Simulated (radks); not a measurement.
The numbers below are computed, except where a source is named.
Task: Neutral lutetium: order these configurations by energy. Level of theory: Dirac Kohn-Sham, BLYP, spin-unpolarised, spherical densities, finite nucleus; Fermi nuclear charge, rms radius of each element as measured or else 0.836 A^(1/3) + 0.57 fm (a radial shooting solver on a logarithmic mesh with Libxc functionals). Sub-shells are occupied by j as written (lower j first in brackets). [Xe] 4f14 5d(3/2: 1, 5/2: 0) 6s1 6p(1/2: 1, 3/2: 0); [Xe] 4f14 5d(3/2: 1, 5/2: 0) 6s2; [Xe] 4f14 5d(3/2: 2, 5/2: 0) 6s1; [Xe] 4f14 6s2 6p(1/2: 1, 3/2: 0).

Result: From the lowest, in eV above it: [Xe] 4f14 5d(3/2: 1, 5/2: 0) 6s2 0.000; [Xe] 4f14 6s2 6p(1/2: 1, 3/2: 0) 0.871; [Xe] 4f14 5d(3/2: 2, 5/2: 0) 6s1 2.871; [Xe] 4f14 5d(3/2: 1, 5/2: 0) 6s1 6p(1/2: 1, 3/2: 0) 3.165.
